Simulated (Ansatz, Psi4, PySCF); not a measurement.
C$_{2}$H$_{3}$N, triplet, at a GFN2-xTB geometry (a higher spin typed on purpose: for a closed-shell molecule this is an excited state). Base run: BLYP/cc-pVDZ in PySCF.

The PySCF input:
```python
from pyscf import gto, scf, dft

mol = gto.Mole()
mol.atom = '''
    C    -1.07799219    0.02838501    0.00627118
    C     0.34217185   -0.47008600    0.13522217
    N     1.23983392    0.32551057   -0.11379751
    H    -1.55551587   -0.60779227   -0.73783391
    H    -1.53194100   -0.09395255    0.98882234
    H    -1.17645856    1.07337678   -0.30336599
'''
mol.basis = 'cc-pvdz'
mol.spin = 2
mol.verbose = 3
mol.build()

mf = dft.UKS(mol)
mf.xc = 'blyp'
mf.kernel()
```

The same geometry, method and basis name were run in Ansatz (a first-principles code) and Psi4 and PySCF, at each program's defaults and at the settings that a row names. The base is PySCF at its defaults. Differences at the defaults can come from grids, fitting, cores and function types together.

```csv
code and settings,ΔE vs base (µEh),basis functions,E (Eh),SCF cycles,dipole (D)
"PySCF, defaults (exact integrals, its default grid, spherical functions)",0.0,57,-132.53424,11,2.20
"Psi4, defaults (density fitting with its default set, its default grid, spherical functions)",-110,57,-132.53435,10,2.20
"Ansatz, defaults (factorised integrals, its default grid, spherical functions)",-2.2,57,-132.53425,-,-
"PySCF, density fitting with def2-universal-jkfit",-55.2,57,-132.53430,11,2.20
"PySCF, fine grid",-0.7,57,-132.53425,11,2.20
"Psi4, exact integrals, spherical functions, fine grid",-0.7,57,-132.53425,14,2.20
"Ansatz, high accuracy",-0.7,57,-132.53425,-,-
```

Open shells are given as the SCF converged; they aren't shown to be the lowest states, and a large step between rows can be another state.
